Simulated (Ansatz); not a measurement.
C6H15Sb, charge +1, doublet, geometry from GFN2-xTB (a state made from the parent by changing its charge; the spin is typed, not shown lowest) (all electrons, no relativity); BHLYP/STO-3G in Ansatz (a quantum-chemistry and plane-wave program).

The Ansatz input:
Ansatz 0.2 input:
```yaml
crystal:
  periodic: [false, false, false]
  atoms:
    - {symbol: Sb, position_ang: [0.08394656, -0.14793732, 0.64814379]}
    - {symbol: C, position_ang: [1.59514398, 1.22062068, -0.26205425]}
    - {symbol: C, position_ang: [1.09436090, 1.81229503, -1.55627652]}
    - {symbol: H, position_ang: [2.47857380, 0.60013490, -0.40269509]}
    - {symbol: H, position_ang: [1.81305105, 1.99087086, 0.47439410]}
    - {symbol: H, position_ang: [0.22690550, 2.45071787, -1.40370388]}
    - {symbol: H, position_ang: [0.85216715, 1.04849737, -2.29211831]}
    - {symbol: H, position_ang: [1.88644369, 2.43503123, -1.97387433]}
    - {symbol: C, position_ang: [-1.87830798, 0.39127142, -0.26507210]}
    - {symbol: C, position_ang: [-2.49521305, 1.63267689, 0.33080458]}
    - {symbol: H, position_ang: [-2.51413874, -0.48137920, -0.12857834]}
    - {symbol: H, position_ang: [-1.64575793, 0.51859281, -1.32109601]}
    - {symbol: H, position_ang: [-1.84265155, 2.49887781, 0.23489832]}
    - {symbol: H, position_ang: [-2.74097189, 1.49145575, 1.38166958]}
    - {symbol: H, position_ang: [-3.42233329, 1.85503924, -0.19737196]}
    - {symbol: C, position_ang: [0.54686613, -2.16401247, -0.17812489]}
    - {symbol: C, position_ang: [0.68175491, -2.09857793, -1.68005361]}
    - {symbol: H, position_ang: [-0.27137656, -2.81115398, 0.13166794]}
    - {symbol: H, position_ang: [1.46765724, -2.49353515, 0.29910024]}
    - {symbol: H, position_ang: [1.50649204, -1.45949594, -1.98822787]}
    - {symbol: H, position_ang: [-0.23555524, -1.76068281, -2.15778284]}
    - {symbol: H, position_ang: [0.89259130, -3.10380955, -2.04695423]}
basis:
  gaussian:
    orbitals: STO-3G
hamiltonian:
  xc: {name: BHLYP}
total_charge: 1
magnetization: {spin_polarized: true, initial_magnetization: 1}
accuracy: high
```

Q: What does Ansatz print? Leave out banner, timings and long lists.

A: 
```
Functional definition: BHLYP
1426 factors; integrals over basis functions are off by at most 4.4e-9 eV
mean field evaluation 1: about -176550.6441 eV, gradient 9.2e0 eV
mean field evaluation 2: about -176551.2954 eV, gradient 4.4e0 eV
mean field evaluation 4: about -176551.4464 eV, gradient 2.5e-1 eV
mean field evaluation 8: about -176551.5127 eV, gradient 1.9e-2 eV
mean field evaluation 16: about -176551.5127 eV, gradient 1.6e-5 eV
mean field -176551.51271826 eV, -6488.1484214828 hartree, gradient 3.2e-8 eV, S^2 0.750450; 0 other end points of the search recorded, 0 dependent functions left out
reference -176551.51275262 eV, -6488.1484227452 hartree; 51, 50 occupied and 21, 22 virtual orbitals, 1426 factors
Total energy: -176551.51275262 eV, -6488.1484227452 hartree
```
